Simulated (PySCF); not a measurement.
## Computed spin Hamiltonian

Species: C4H7N2OS (doublet state).
Geometry (GFN2-xTB, Å), atoms numbered from 1 in this order:
```xyz
15
C4H7N2OS angstrom
C     -2.1387    0.0836    0.6287
O     -1.4177   -1.0610    0.2409
C     -0.5958   -0.8459   -0.8861
C      0.6017    0.0059   -0.5691
N      0.6477    1.2678   -1.0195
S      2.0209    2.0018   -0.5464
N      2.6262    0.6109    0.2787
C      1.6577   -0.3768    0.2144
H     -2.6943   -0.1903    1.5233
H     -2.8368    0.3917   -0.1593
H     -1.4728    0.9239    0.8523
H     -0.2699   -1.8399   -1.2029
H     -1.1642   -0.3681   -1.6951
H      3.2275    0.7145    1.0814
H      1.8041   -1.3099    0.7198
```

The hyperfine couplings belong to this conformer and change with its torsions.

The species is `COCC1=NSN[CH]1` [radical].

Method used: UKS B3LYP, pcH-1 on C H N O S, non-relativistic, mean-field spin-orbit, GIAO in PySCF 2.14.0. Geometry: GFN2-xTB, one conformer, isolated molecule. A GFN2-xTB geometry isn't a minimum of the functional, and hyperfine couplings can be far from their values at a DFT geometry. No stability test was run, so a lower SCF solution isn't excluded.

```json
{
  "g1, g2, g3": "1.99987, 2.00274, 2.00799",
  "g_iso": "2.00353",
  "Form of g": "rhombic: the two nearest values differ by 35 % of g3 − g1",
  "⟨S²⟩": "0.7632 (exact 0.7500)",
  "Total energy": "-739.49353 Eh",
  "Basis functions": "280"
}
```

Isotropic coupling and dipolar principal values T1 to T3, in MHz:

```csv
atom,isotope,a_iso,of which spin–orbit,T1,T2,T3,Mulliken spin population
C1,13C,0.1,0.0,-0.4,-0.2,0.6,0.00
O2,17O,0.0,0.0,-1.4,-0.1,1.5,0.00
C3,13C,0.8,0.0,-0.6,-0.1,0.7,0.00
C4,13C,-26.2,0.0,-16.0,6.5,9.5,-0.11
N5,14N,18.0,0.1,-20.1,-19.8,39.9,0.37
S6,33S,7.1,-0.9,-26.2,-24.9,51.1,0.22
N7,14N,26.3,0.2,-13.6,-13.3,26.9,0.20
C8,13C,22.8,0.0,-28.5,-27.1,55.6,0.33
H9,1H,0.7,0.0,-0.7,-0.5,1.2,0.00
H10,1H,0.0,0.0,-0.9,-0.7,1.6,0.00
H11,1H,0.6,0.0,-2.0,-1.1,3.1,0.00
H12,1H,-4.8,0.0,-1.7,-1.0,2.7,0.00
H13,1H,-1.4,0.0,-1.9,-1.4,3.3,0.00
H14,1H,21.0,0.1,-15.4,-5.8,21.2,0.00
H15,1H,-23.7,0.0,-14.2,-1.3,15.5,-0.02
```

The largest Mulliken spin populations are on N5 (+0.37), C8 (+0.33), S6 (+0.22) and N7 (+0.20). Four atoms exceed +0.15. The positive populations add up to 1.13 and the negative ones to -0.13, together 2S = 1.

The SMILES `COCC1=NSN[CH]1` draws the unpaired electron on C8, whose computed spin population is only +0.33.

Axes: g3 points within 9° of the C4–C8 bond.

Under fast tumbling the dipolar parts average out, and these isotropic splittings remain: 1 × 14N (N7, I = 1, 3 lines) with 0.94 mT, 1 × 1H (H15, I = 1/2, 2 lines) with 0.85 mT, 1 × 1H (H14, I = 1/2, 2 lines) with 0.75 mT, 1 × 14N (N5, I = 1, 3 lines) with 0.64 mT and 2 × 1H (H12/H13, I = 1/2, 3 lines) with 0.11 mT.

Class means assume fast exchange of nuclei equivalent by connectivity; if that motion is slow, each nucleus keeps its own coupling.

The 33S coupling of S6 (7.1 MHz) shows only in satellite lines or after enrichment, since that isotope makes up about 0.76 % of natural sulfur.

The 13C coupling of C4 (-26.2 MHz) shows only in satellite lines or after enrichment, since that isotope makes up about 1.07 % of natural carbon.
